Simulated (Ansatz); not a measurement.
`BCOC#N` + H₂ → `BC` + `N#CO` at 700 K and 1 bar (hydrogenolysis of a C–O bond).

Isolated molecules relaxed with PBE0-D4/def2-TZVP in Ansatz; ΔE leaves out vibrations. CCSD(T)/CBS is the MP2 limit (def2-TZVPP, def2-QZVPP) plus CCSD(T) − MP2 in def2-TZVPP, frozen cores. This one scheme is used for every species. Each species was taken in one conformer, which may not be the lowest.

```
 species  CCSD(T)/CBS energy (Eh)  H − E (kJ/mol)  S (J/(mol·K))
`BCOC#N`               -233.09932           224.1          411.5
      H₂                 -1.17544            46.8          155.3
    `BC`                -65.83255           189.6          311.0
  `N#CO`               -168.48100            90.2          286.3
```

H − E and S are ideal-gas, rigid-rotor, harmonic terms from PBE0-D4/def2-TZVP, for one conformer and one mirror image of each species. The MP2-based limit puts H₂ 0.8 mEh under its directly extrapolated value; such offsets cancel only in part. 1 Eh = 2625.50 kJ/mol, R = 8.31446 J/(mol·K).

Question: By hand: ΔE, ΔH, ΔS and ΔG.

Answer: ΔE = (-65.83255) + (-168.48100) − (-233.09932) − (-1.17544) = -0.03879 Eh = -101.8 kJ/mol. Δ(H − E) = 189.6 + 90.2 − 224.1 − 46.8 = 8.9, so ΔH = -92.9 kJ/mol. ΔS = 311.0 + 286.3 − 411.5 − 155.3 = 30.5 J/(mol·K). ΔG = -92.9 − 700 × (30.5)/1000 = -114.2 kJ/mol.

Question: By hand: the equilibrium constant, and the temperature at which ΔG would vanish if ΔH and ΔS stayed fixed.

Answer: log₁₀ K = −ΔG/(RT ln 10) = 8.5. ΔH and −TΔS have one sign here, so there is no such temperature.

ΔH outweighs TΔS. A doubt of 5 kJ/mol in ΔE shifts log₁₀ K by 0.4 here. Other conformers and mirror images would add mixing entropy, several J/(mol·K) or more a flexible species. These are equilibria of isolated gas molecules and say nothing of rates. Largest T1 diagnostic: 0.014 (customary marks: 0.02 for closed shells, 0.045 for open ones).
